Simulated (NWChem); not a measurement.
C2H8SSi; SMILES C[SiH](C)S

```xyz
12

Si    -0.3939     0.3845     0.0000
C      0.2708     1.2142    -1.5471
C      0.2708     1.2142     1.5471
S      0.0482    -1.7325     0.0000
H     -1.8880     0.4076     0.0000
H      1.3716     1.1760    -1.5722
H     -0.1070     0.7136    -2.4511
H     -0.0311     2.2736    -1.5828
H     -0.1070     0.7136     2.4511
H      1.3716     1.1760     1.5722
H     -0.0311     2.2736     1.5828
H      1.3907    -1.5724     0.0000
```
Atoms are numbered in this order, from 1.

Level: PBE0/def2-SVP (NWChem), optimised geometry, unscaled harmonic frequencies. 

```json
[
 {"frequency (cm⁻¹)": "151", "IR intensity (km/mol)": "6.0"},
 {"frequency (cm⁻¹)": "162", "IR intensity (km/mol)": "0.5"},
 {"frequency (cm⁻¹)": "170", "IR intensity (km/mol)": "0.3"},
 {"frequency (cm⁻¹)": "196", "IR intensity (km/mol)": "1.3"},
 {"frequency (cm⁻¹)": "214", "IR intensity (km/mol)": "22.2"},
 {"frequency (cm⁻¹)": "229", "IR intensity (km/mol)": "4.0"},
 {"frequency (cm⁻¹)": "481", "IR intensity (km/mol)": "25.6"},
 {"frequency (cm⁻¹)": "614", "IR intensity (km/mol)": "11.9"},
 {"frequency (cm⁻¹)": "617", "IR intensity (km/mol)": "5.1"},
 {"frequency (cm⁻¹)": "668", "IR intensity (km/mol)": "20.0"},
 {"frequency (cm⁻¹)": "698", "IR intensity (km/mol)": "2.4"},
 {"frequency (cm⁻¹)": "772", "IR intensity (km/mol)": "41.4"},
 {"frequency (cm⁻¹)": "811", "IR intensity (km/mol)": "3.9"},
 {"frequency (cm⁻¹)": "859", "IR intensity (km/mol)": "48.8"},
 {"frequency (cm⁻¹)": "894", "IR intensity (km/mol)": "197.5"},
 {"frequency (cm⁻¹)": "896", "IR intensity (km/mol)": "105.4"},
 {"frequency (cm⁻¹)": "1260", "IR intensity (km/mol)": "37.4"},
 {"frequency (cm⁻¹)": "1265", "IR intensity (km/mol)": "15.7"},
 {"frequency (cm⁻¹)": "1421", "IR intensity (km/mol)": "1.6"},
 {"frequency (cm⁻¹)": "1423", "IR intensity (km/mol)": "1.4"},
 {"frequency (cm⁻¹)": "1429", "IR intensity (km/mol)": "6.9"},
 {"frequency (cm⁻¹)": "1436", "IR intensity (km/mol)": "8.2"},
 {"frequency (cm⁻¹)": "2234", "IR intensity (km/mol)": "116.7"},
 {"frequency (cm⁻¹)": "2707", "IR intensity (km/mol)": "1.0"},
 {"frequency (cm⁻¹)": "3054", "IR intensity (km/mol)": "1.4"},
 {"frequency (cm⁻¹)": "3055", "IR intensity (km/mol)": "3.3"},
 {"frequency (cm⁻¹)": "3154", "IR intensity (km/mol)": "0.0"},
 {"frequency (cm⁻¹)": "3156", "IR intensity (km/mol)": "6.7"},
 {"frequency (cm⁻¹)": "3172", "IR intensity (km/mol)": "2.2"},
 {"frequency (cm⁻¹)": "3172", "IR intensity (km/mol)": "0.6"}
]
```

```
Quantity                                                                            Value
-----------------------------------------------------------------------  ----------------
zero-point energy                                                           57.7 kcal/mol
thermal correction to the enthalpy at 298.15 K (with zero-point energy)     63.0 kcal/mol
heat capacity Cv                                                         25.7 cal/(mol K)
entropy at 298.15 K and 1 atm (symmetry number 1)                        83.0 cal/(mol K)
dipole moment                                                                      2.15 D
```

Rigid rotor and harmonic oscillator.
